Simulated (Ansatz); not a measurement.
Basis sets compared for Cu3Ag4⁺. Total charge 1; singlet. Geometry r2SCAN-D4/def2-SVP. Ansatz on 4 threads of Arm Neoverse V1 on a shared host; times are rough, and most runs start from earlier orbitals.

```xyz
7

Ag    0.578   -1.549    1.996
Ag    2.029    1.005   -1.210
Ag   -1.970   -0.930    1.240
Ag   -2.168    1.414   -0.144
Cu   -0.380    1.198   -1.891
Cu    1.890   -1.253   -0.121
Cu    0.022    0.115    0.131
```

In the def2 sets Ag takes a core potential; there is no spin–orbit coupling. The restricted singlet is unstable towards broken spin symmetry in Hartree–Fock (as tested in another run); at PBE-D4/def2-SVP, PBE0-D4/def2-SVP, PBE0-D4/def2-TZVP this wasn't settled. No other spin state of charge 1 was run. Another isomer (singlet) lies 0.17 eV lower at PBE0-D4/def2-TZVP; other spin states weren't run for this one.

| level | functions | energy (Eh) | HOMO (eV) | LUMO (eV) | wall time |
| --- | --- | --- | --- | --- | --- |
| PBE-D4/def2-SVP | 217 | -5508.0071 | -9.05 | -7.05 | 8.5 s |
| PBE0-D4/def2-SVP | 217 | -5507.9218 | -9.71 | -6.21 | 17 s |

(1) Estimate the rows for PBE-D4/def2-TZVP (with forces), PBE0-D4/def2-TZVP.

## Answers

(1) 
| level | functions | energy (Eh) | HOMO (eV) | LUMO (eV) | wall time |
| --- | --- | --- | --- | --- | --- |
| PBE-D4/def2-TZVP (with forces) | 295 | -5508.8930 | -9.23 | -7.15 | 14 s |
| PBE0-D4/def2-TZVP | 295 | -5508.7770 | -9.84 | -6.29 | 26 s |
